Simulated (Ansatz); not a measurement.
Ansatz (a program for electronic structure) input:

Ansatz 0.2 input:
```yaml
crystal:
  periodic: [false, false, false]
  atoms:
    - {symbol: F, position_ang: [1.34890204, 0.41912652, -0.79375472]}
    - {symbol: C, position_ang: [0.37436218, 0.07369748, 0.08190089]}
    - {symbol: F, position_ang: [0.99190072, -0.07109754, 1.27919053]}
    - {symbol: C, position_ang: [-0.88901082, 0.92750623, 0.06623804]}
    - {symbol: C, position_ang: [-1.56896671, -0.38367707, -0.36094099]}
    - {symbol: O, position_ang: [-0.28397136, -1.08163743, -0.30469827]}
    - {symbol: H, position_ang: [-0.87414125, 1.72035656, -0.67576421]}
    - {symbol: H, position_ang: [-1.16986936, 1.31427114, 1.04139520]}
    - {symbol: H, position_ang: [-1.97677581, -0.40610795, -1.37002631]}
    - {symbol: H, position_ang: [-2.27297553, -0.81284099, 0.34987157]}
basis:
  gaussian:
    orbitals: def2-TZVPD
hamiltonian:
  xc: {name: PBE-QIDH}
magnetization: {spin_polarized: false}
correlation: {electrons: outside_noble_gas}
```

Q: What final total energy does it print?

A: -391.32310 Eh (PBE-QIDH/def2-TZVPD). The basis has 267 functions. The run takes roughly 22 core-seconds.
